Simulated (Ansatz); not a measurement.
`[SiH3]C#[C][GeH3]` + `O[SiH](O)O` → `O[SiH](O)[O][GeH3]` + `C#C[SiH3]`  (ligand exchange at a Ge–C bond)

Program: Ansatz. Geometries: PBE0-D4/def2-TZVP. ΔE: electronic, gas phase. CCSD(T)/CBS adds triple-zeta CCSD(T) − MP2 to the extrapolated MP2 energy (def2 sets, frozen cores). DFT in def2-TZVPP. B3LYP here is the variant with VWN-RPA as its local correlation; programs differ in this. For Ge outer-core shells are correlated without core-valence functions, which leaves a few kJ/mol of doubt a bond. Scalar relativity is left out up to krypton. One conformer a species, not always the lowest.

`[SiH3]C#[C][GeH3]`:

```xyz
10

Si   -2.287    0.046   -0.905
C    -0.594    0.013   -0.230
C     0.534   -0.010    0.217
Ge    2.304   -0.046    0.912
H    -3.121   -0.952   -0.191
H    -2.865    1.400   -0.720
H    -2.246   -0.284   -2.351
H     2.335   -0.987    2.121
H     2.693    1.376    1.332
H     3.246   -0.555   -0.185
```

`O[SiH](O)O`:

Z-matrix (Å, degrees):
```
Si
O 1 1.641
O 1 1.633 2 105.0
O 1 1.630 2 114.4 3 -119.5
H 1 1.476 2 110.6 3 122.9
H 2 0.958 1 117.9 3 -173.6
H 3 0.958 1 116.6 2 25.4
H 4 0.959 1 117.6 2 72.3
```

`O[SiH](O)[O][GeH3]`:

Cartesian coordinates in Å:
```
O -0.883 -0.886 1.607
Si 0.432 -0.876 0.637
O 0.681 -2.398 0.089
O 0.272 0.091 -0.662
Ge -0.266 1.773 -0.878
H -1.612 -1.454 1.353
H 1.535 -0.392 1.490
H 1.048 -2.478 -0.793
H 0.299 2.626 0.268
H 0.296 2.208 -2.236
H -1.802 1.786 -0.875
```

`C#C[SiH3]`:

Cartesian coordinates in Å:
```
C 0.264 0.400 -1.902
C 0.102 0.154 -0.732
Si -0.144 -0.218 1.036
H 0.408 0.617 -2.935
H -1.579 -0.058 1.376
H 0.280 -1.613 1.307
H 0.669 0.718 1.851
```

```csv
level,ΔE (kJ/mol)
B2PLYP,-19.3
B3LYP,-19.2
```

(1) What does CCSD(T)/CBS give? (An estimate is asked.)

Largest T1 diagnostic among the species: 0.013.

Results:

(1) Computed: -17.4 kJ/mol. The listed levels differ from it by -1.9, -1.8 kJ/mol.

In def2-TZVPP, CCSD(T) changes the Hartree–Fock value by +12.8 kJ/mol (the triples alone add +1.6 kJ/mol) and MP2 by +15.2 kJ/mol.
